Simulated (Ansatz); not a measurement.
Ansatz (an electronic-structure program) input (CCSD(T)/aug-cc-pV(D+d)Z):
A basis named .json is the Basis Set Exchange file of that set.

Ansatz 0.2 input:
```yaml
crystal:
  periodic: [false, false, false]
  atoms:
    - {symbol: Si, position_ang: [0.35397185, -0.19609196, -0.04027398]}
    - {symbol: C, position_ang: [-1.11287934, -0.92829987, -0.95271794]}
    - {symbol: O, position_ang: [-0.08918613, -0.18847530, 1.55140301]}
    - {symbol: O, position_ang: [0.62911321, 1.39046493, -0.46024757]}
    - {symbol: H, position_ang: [-0.92740196, -0.96878892, -2.02670168]}
    - {symbol: H, position_ang: [-1.99063626, -0.30225445, -0.76879018]}
    - {symbol: H, position_ang: [-1.32079849, -1.93808744, -0.59693360]}
    - {symbol: H, position_ang: [0.43277014, 0.35152095, 2.15172083]}
    - {symbol: H, position_ang: [1.20831996, 1.55677965, -1.20839556]}
basis:
  gaussian:
    orbitals: aug-cc-pV_D+d_Z.json
magnetization: {spin_polarized: true, initial_magnetization: 1}
correlation: {method: ccsd_t, electrons: outside_noble_gas}
output: {forces: true}
```

End of the output:

```
integrals: 0.65 GiB planned
1441 factors; integrals over basis functions are off by at most 1.1e-3 eV
mean field: 0.69 GiB planned
mean field evaluation 1: about -13043.0822 eV, gradient 3.7e1 eV
mean field evaluation 2: about -13043.0831 eV, gradient 3.7e1 eV
mean field evaluation 4: about -13048.8307 eV, gradient 3.3e0 eV
mean field evaluation 8: about -13048.9614 eV, gradient 1.8e-1 eV
mean field evaluation 16: about -13048.9393 eV, gradient 1.2e0 eV
mean field -13048.96220151 eV, -479.5405160014 hartree, gradient 2.7e-6 eV, S^2 0.753938; 0 other end points of the search recorded, 0 dependent functions left out
8 core orbitals not correlated
reference -13048.96220151 eV, -479.5405160014 hartree; 13, 12 occupied and 125, 126 virtual orbitals, 1441 factors
too little memory for Intel AMX tiles; the run may be slower
densities: 4.83 GiB planned
second order -17.45168040 eV of doubles, -0.00000000 eV of singles
coupled cluster: 2.65 GiB planned
cycle   1  -17.76455963 eV  change   -3.1e-1 eV  update   1.0e-1
cycle   2  -18.18114218 eV  change   -4.2e-1 eV  update   3.0e-2
cycle   3  -18.30528297 eV  change   -1.2e-1 eV  update   1.8e-2
cycle   4  -18.30244354 eV  change    2.8e-3 eV  update   5.1e-3
cycle   5  -18.29970859 eV  change    2.7e-3 eV  update   2.7e-3
cycle   6  -18.30041573 eV  change   -7.1e-4 eV  update   1.0e-3
cycle   7  -18.30045304 eV  change   -3.7e-5 eV  update   4.3e-4
cycle   8  -18.30045370 eV  change   -6.6e-7 eV  update   1.6e-4
cycle   9  -18.30050681 eV  change   -5.3e-5 eV  update   7.3e-5
cycle  10  -18.30049822 eV  change    8.6e-6 eV  update   2.9e-5
cycle  11  -18.30049181 eV  change    6.4e-6 eV  update   1.3e-5
cycle  12  -18.30050082 eV  change   -9.0e-6 eV  update   5.4e-6
cycle  13  -18.30050281 eV  change   -2.0e-6 eV  update   2.1e-6
perturbative correction -0.55530119 eV, -0.0204069424 hartree
the calculation of the forces begins
Total energy: -13067.81800551 eV, -480.2334540174 hartree
Atom 0 at     0.353972    -0.196092    -0.040274 Å, force     0.169886    -0.644384    -0.533045 eV/Å
Atom 1 at    -1.112879    -0.928300    -0.952718 Å, force     0.276891     0.085695     0.178353 eV/Å
Atom 2 at    -0.089186    -0.188475     1.551403 Å, force    -0.339463    -0.087720     0.669465 eV/Å
Atom 3 at     0.629113     1.390465    -0.460248 Å, force     0.025587     0.735089    -0.014918 eV/Å
Atom 4 at    -0.927402    -0.968789    -2.026702 Å, force     0.086083    -0.015668    -0.489511 eV/Å
Atom 5 at    -1.990636    -0.302254    -0.768790 Å, force    -0.370808     0.279955     0.085362 eV/Å
Atom 6 at    -1.320798    -1.938087    -0.596934 Å, force    -0.100117    -0.460623     0.157949 eV/Å
Atom 7 at     0.432770     0.351521     2.151721 Å, force     0.125291     0.089485     0.098609 eV/Å
Atom 8 at     1.208320     1.556780    -1.208396 Å, force     0.126648     0.018171    -0.152264 eV/Å
Dipole moment:     0.197624     0.061428    -0.194631 e Å
```

It need not be the lowest isomer of its formula.
